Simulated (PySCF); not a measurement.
Species: C4H10ClSi (doublet state).
Cartesian coordinates in Å at the GFN2-xTB level; atoms count from 1:
```
atom  x, y, z in Å
C1     0.4904    1.4461   -0.5591
C2     0.4219    0.2771    0.3021
Si3    2.1063   -0.6345   -0.0426
C4    -0.7571   -0.6481    0.0124
C5    -2.0662    0.0467    0.3519
Cl6   -3.4560   -1.0214    0.0178
H7     0.9316    2.3611   -0.2175
H8     0.1598    1.3912   -1.5780
H9     0.4149    0.5667    1.3560
H10    3.1765    0.2866    0.3285
H11    2.1867   -1.8558    0.7655
H12    2.1327   -0.9718   -1.4627
H13   -0.6713   -1.5635    0.6010
H14   -0.7613   -0.9232   -1.0438
H15   -2.1165    0.3077    1.4094
H16   -2.2001    0.9438   -0.2525
```

The hyperfine couplings belong to this conformer and change with its torsions.

Identity: `C(Cl)C[C@H]([CH2])[SiH3]` [radical].

Computed with UKS B3LYP, pcH-1 on C Cl H Si, non-relativistic, mean-field spin-orbit, GIAO in PySCF. The structure is a single GFN2-xTB conformer in the gas phase; no vibrational or solvent corrections. The geometry wasn't refined by DFT: couplings that depend on bond lengths, twists or pyramidal angles can differ widely from those at the functional's own minimum. No stability test was run, so a lower SCF solution isn't excluded.

**Question.** Break the g tensor into its mass correction, gauge correction and orbital-Zeeman/spin–orbit terms.

**Answer.** 
| Δg (ppm) | 1 | 2 | 3 |
| --- | --- | --- | --- |
| relativistic mass correction | -145 | -145 | -145 |
| gauge correction | 14 | 28 | -5 |
| orbital Zeeman/spin–orbit | -139 | 304 | 1483 |
| total | -270 | 187 | 1332 |

So g = 2.00205, 2.00251, 2.00365 and g_iso = 2.00274; the tensor is rhombic: the two nearest values differ by 29 % of g3 − g1. 

**Question.** What are the electron Larmor frequencies g μB B/h along the three axes at 330 mT?

**Answer.** 9.2470, 9.2491, 9.2544 GHz for g1, g2 and g3, a range of 7.4 MHz.

**Question.** How much does each term add to the isotropic shift?

**Answer.** The orbital-Zeeman/spin–orbit term 549, the mass correction -145 and the gauge correction 12 ppm, for a total of 416 ppm. The orbital-Zeeman/spin–orbit term is the largest in size. The mass correction is the same along every axis, so the anisotropy comes from the other two: their spans along these axes are 33 (gauge) and 1622 ppm (orbital Zeeman/spin–orbit).

**Question.** At 34.142 GHz, how far is the centre of the isotropic spectrum from where a free electron (g = 2.002319) resonates?

**Answer.** B = hν/(g μB) with μB/h = 13.99624 MHz/mT gives 1218.27 mT for the free electron and 1218.02 mT at g_iso, 0.25 mT lower.

**Question.** In a frozen sample, at which fields do the three g values resonate at 9.5, 34, 94 and 263 GHz (hyperfine left aside), and which band first spreads them over more than twice a line width of 1.0 mT?

**Answer.** 
| band | GHz | B(g3) mT | B(g2) mT | B(g1) mT | spread mT |
| --- | --- | --- | --- | --- | --- |
| X | 9.5 | 338.76 | 338.95 | 339.03 | 0.27 |
| Q | 34.0 | 1212.40 | 1213.09 | 1213.37 | 0.97 |
| W | 94.0 | 3351.92 | 3353.84 | 3354.61 | 2.68 |
| J | 263.0 | 9378.25 | 9383.62 | 9385.76 | 7.51 |

The spread grows in proportion to the frequency. W band is the first where it exceeds 2.0 mT.

The largest Mulliken spin populations are on C1 (+1.00) and Si3 (+0.07). No atom but C1 exceeds +0.15. The angles at C1 add up to 359.9°, so it is planar; its axial dipolar tensor and the negative couplings of its protons fit spin in a p orbital normal to that plane.

The HOMO–LUMO gaps are 5.63 eV among the α and 6.06 eV among the β orbitals.
